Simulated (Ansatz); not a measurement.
methylammonium (SMILES C[NH3+]), charge 1, multiplicity 1, relaxed at each level with Ansatz (an electronic-structure program); harmonic frequencies from differences of analytic forces, average atomic masses, frozen cores.

```json
[
 {"level": "PBE/def2-TZVPP", "harmonic frequencies (cm⁻¹)": "287 886 886 923 1239 1239 1418 1451 1451 1479 1622 1622 3022 3124 3124 3327 3402 3402", "ZPE (eV)": "2.102", "cost over PBE/def2-TZVPP (rough)": "×1"},
 {"level": "B3LYP/def2-TZVPP", "harmonic frequencies (cm⁻¹)": "288 912 912 922 1280 1280 1470 1501 1501 1530 1671 1671 3087 3186 3186 3401 3474 3474", "ZPE (eV)": "2.154", "cost over PBE/def2-TZVPP (rough)": "×1"},
 {"level": "PBE0/def2-TZVPP", "harmonic frequencies (cm⁻¹)": "294 914 914 970 1282 1282 1465 1496 1496 1530 1670 1670 3100 3206 3206 3435 3515 3515", "ZPE (eV)": "2.167", "cost over PBE/def2-TZVPP (rough)": "×0.9"},
 {"level": "MP2/cc-pVTZ", "harmonic frequencies (cm⁻¹)": "299 916 916 971 1292 1292 1481 1525 1525 1529 1681 1681 3129 3248 3248 3432 3530 3530", "ZPE (eV)": "2.184", "cost over PBE/def2-TZVPP (rough)": "×2"},
 {"level": "CCSD(T)/cc-pVDZ", "harmonic frequencies (cm⁻¹)": "314 907 907 959 1276 1276 1456 1493 1493 1520 1661 1661 3103 3225 3225 3411 3511 3511", "ZPE (eV)": "2.164", "cost over PBE/def2-TZVPP (rough)": "×1"},
 {"level": "CCSD(T)/cc-pVTZ", "harmonic frequencies (cm⁻¹)": "292 910 910 951 1287 1287 1472 1512 1512 1532 1680 1680 3092 3201 3201 3418 3505 3505", "ZPE (eV)": "2.166", "cost over PBE/def2-TZVPP (rough)": "×20"}
]
```
